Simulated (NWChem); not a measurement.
Molecule: C$_{2}$H$_{4}$FNOSi; SMILES N#CC[Si@@H](O)F

```xyz
10

N     -0.2714    -2.9655    -0.3057
C      0.2200    -1.9770     0.0886
C      0.7979    -0.7201     0.5314
Si    -0.0237     0.7731    -0.2884
O     -1.5114     0.9235     0.4305
F      0.9251     2.0598     0.0672
H      0.6861    -0.6088     1.6316
H      1.8855    -0.6971     0.3059
H     -0.0878     0.6700    -1.7778
H     -2.1546     1.5197     0.0102
```
Atoms are numbered in this order, from 1.

Level: PBE-D3(BJ)/def2-SVP (NWChem), optimised geometry, unscaled harmonic frequencies. 

### Question
List the harmonic frequencies with IR intensities, and the thermochemistry.

### Answer
| frequency (cm⁻¹) | IR intensity (km/mol) |
|---|---|
| 45 | 6.9 |
| 101 | 8.4 |
| 203 | 23.9 |
| 245 | 23.2 |
| 272 | 69.5 |
| 328 | 32.1 |
| 370 | 1.6 |
| 461 | 1.6 |
| 648 | 65.8 |
| 696 | 32.0 |
| 784 | 102.0 |
| 793 | 73.5 |
| 823 | 11.0 |
| 872 | 208.7 |
| 958 | 9.1 |
| 960 | 145.3 |
| 1110 | 7.5 |
| 1147 | 58.5 |
| 1346 | 11.3 |
| 2217 | 105.6 |
| 2293 | 24.6 |
| 2988 | 3.4 |
| 3049 | 1.9 |
| 3777 | 109.1 |

```json
{
  "zero_point_energy": "37.8 kcal/mol",
  "thermal correction to the enthalpy at 298.15 K (with zero-point energy)": "43.2 kcal/mol",
  "heat capacity Cv": "25.5 cal/(mol K)",
  "entropy at 298.15 K and 1 atm (symmetry number 1)": "86.2 cal/(mol K)",
  "dipole_moment": "3.11 D"
}
```

Rigid rotor and harmonic oscillator; modes under 100 cm⁻¹ make the entropy uncertain.
